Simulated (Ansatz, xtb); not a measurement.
# A geometry optimisation of BFH5OSi+ with r2SCAN-D4/def2-SVP

The starting geometry of this gas-phase singlet has its atoms placed at random.

| atom | x (Å) | y (Å) | z (Å) |
| --- | --- | --- | --- |
| B | -1.3009 | 0.7185 | 0.7979 |
| F | -0.1854 | -0.5590 | 0.8508 |
| O | -1.4891 | -1.7049 | 0.7205 |
| Si | 0.0879 | 0.3750 | -0.6308 |
| H | -1.7938 | 0.1392 | -0.6445 |
| H | -1.6549 | 1.7678 | 0.3669 |
| H | -0.5830 | 0.8197 | 2.1393 |
| H | 1.6613 | 0.6242 | 0.0445 |
| H | -0.0240 | -1.2300 | -1.4361 |

Q: Guess where an optimisation with r2SCAN-D4/def2-SVP ends from this start.

A: It ends as a structure with H5 bridging B1 and Si4, given below by its coordinates. Distances that change by over a tenth: B1–F2 (1.70 → 2.69 Å), Si4–H8 (1.73 → 1.47 Å). Contacts that open: B1–Si4 (2.02 → 2.61 Å), B1–H6 (1.19 → 1.97 Å). Contacts that close: B1–O3 (2.43 → 1.30 Å), B1–H5 (1.63 → 1.34 Å), B1–H7 (1.52 → 1.19 Å), O3–H6 (3.49 → 0.97 Å), Si4–H5 (1.90 → 1.65 Å), Si4–H9 (1.80 → 1.47 Å).

The energy falls by 16.71 eV over 46 steps:

| step | E − E(last) (eV) |
| --- | --- |
| 1 | 16.708 |
| 6 | 8.337 |
| 11 | 5.383 |
| 16 | 2.742 |
| 21 | 0.135 |
| 26 | 0.034 |
| 31 | 0.013 |
| 36 | 0.008 |
| 41 | 0.000 |
| 46 | 0.000 |

Final geometry (Å):

```
atom    x (Å)    y (Å)    z (Å)
   B  -1.2735   0.8794   0.8031
   F   0.5207  -1.1202   0.9986
   O  -2.2982   0.1319   0.5222
  Si   0.5547  -0.4851  -0.4738
   H  -0.3658   0.8521  -0.1847
   H  -3.0574   0.1095   1.1313
   H  -0.9330   1.6237   1.6718
   H   1.8255   0.1808  -0.8035
   H  -0.2547  -1.2216  -1.4565
```

From the same start GFN2-xTB ends elsewhere, in pieces: FH3Si + BH2O.

From so rough a start the end depends on the optimiser's path, so another program may land elsewhere. No frequencies were run, so the end isn't proven a minimum. Run with Ansatz 0.2.0, 53 s on 2 threads of Intel(R) Xeon(R) 6975P-C (Granite Rapids), with other jobs on the host.
